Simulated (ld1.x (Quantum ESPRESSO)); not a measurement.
## Ti (Z = 22): RRKJ pseudisation with BP86, scalar-relativistic reference atom.

ld1.x (Quantum ESPRESSO) 7.5 input, shortened:

```
&input
   title='Ti', zed=22., rel=1, dft='BP', iswitch=3,
   config='[Ar] 3d2 4s0 4p0'
 /
 &inputp
   pseudotype=2, tm=.false., rho0=0.001, lloc=0,
   nlcc=.false.
 /
3
3P  2  1   6.00   0.00  1.30  1.30  0.0
3D  3  2   2.00   0.00  1.10  1.10  0.0
4S  1  0   0.00   0.00  2.00  2.00  0.0
 &test
   configts(1)='3p6 3d2 4s0 4p0'
 /
```

All-electron outer shells of the reference configuration (BP86, scalar-relativistic, ld1.x):

```csv
shell,level (eV),outermost node (bohr),outermost maximum (bohr)
3s,-78.57,0.40,0.87
3p,-54.80,0.37,0.90
3d,-19.71,–,0.97
4s,-16.63,1.23,2.58
4p,-12.08,1.35,3.03
```

Task: Does the generator finish with these settings?

Result: Yes, a potential is produced.

Task: Estimate the cutoffs (Ry, on a coarse ladder) from which the occupation-weighted sum of valence levels, in a spherical-Bessel basis at the reference potential, stays within 10 and 1 mRy of its value at 400 Ry.

Result: 110 Ry and 140 Ry.

Task: What does a ghost test show?

Result: No extra level below or beside the all-electron valence levels (p, d, s, f tested). The logarithmic derivative shows an extra or strongly shifted pseudo pole above the reference energy (s near 0.50 Ry).

Task: Which valence shell sets the plane-wave cutoff?

Result: 3d: its level needs 140 Ry to come within 1 mRy, against 80 Ry for 3p.

Task: Tests: 3p6 3d2 4s2 4p0; 3p6 3d2 4s1 4p0; 3p6 3d1 4s0 4p0; 3p5 3d2 4s2 4p0; 3p6 3d2.5 4s1.5 4p0; 3p6 3d3 4s0 4p0; 3p6 3d1 4s2 4p0. Which has the largest error in its energy relative to the reference configuration, and how large is it?

Result: 3p5 3d2 4s2 4p0, with -324 meV (all-electron minus pseudo) on +24.46 eV.
